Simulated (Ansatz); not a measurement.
Stepwise reaction of `O[SiH2][SiH](Cl)Cl` with hydrogen fluoride, as a gas-phase model of exchange steps in deposition or etching. ΔE in kJ/mol.

Computed with Ansatz on PBE0-D4/def2-TZVP structures; ΔE is electronic, products minus reactants. CCSD(T)/CBS adds triple-zeta CCSD(T) − MP2 to the extrapolated MP2 energy (def2 sets, frozen cores). This one scheme is used for every species. DFT in def2-TZVPP. B3LYP here is the variant with VWN-RPA as its local correlation; programs differ in this. Each species was taken in one conformer, which may not be the lowest.

| step | reaction | PBE-D4 | B3LYP-D4 | ωB97M-V | CCSD(T)/CBS |
| --- | --- | --- | --- | --- | --- |
| 2 | `O[SiH2][SiH](F)Cl` + H–F → `O[SiH2][SiH](F)F` + HCl | -30.4 | -40.5 | -38.5 | -36.4 |

(1) Give the row of step 1, `O[SiH2][SiH](Cl)Cl` + H–F → `O[SiH2][SiH](F)Cl` + HCl. (An estimate is asked.)

(2) By hand: ΔE of the 2 steps together at CCSD(T)/CBS.

Answers

(1) Computed: 
| step | reaction | PBE-D4 | B3LYP-D4 | ωB97M-V | CCSD(T)/CBS |
| --- | --- | --- | --- | --- | --- |
| 1 | `O[SiH2][SiH](Cl)Cl` + H–F → `O[SiH2][SiH](F)Cl` + HCl | -28.1 | -37.5 | -36.3 | -32.7 |

(2) (-32.7) + (-36.4) = -69.1 kJ/mol, or -34.5 kJ/mol a step.

In ΔE the steps differ by no more than 3.7 kJ/mol. All are downhill at CCSD(T)/CBS. PBE-D4 differs from CCSD(T)/CBS by 4.6 to 6.0 kJ/mol a step. Only this route is followed, and other bonds may react first. Isolated molecules leave out the surface, adducts and barriers. Largest T1 diagnostic: 0.012.
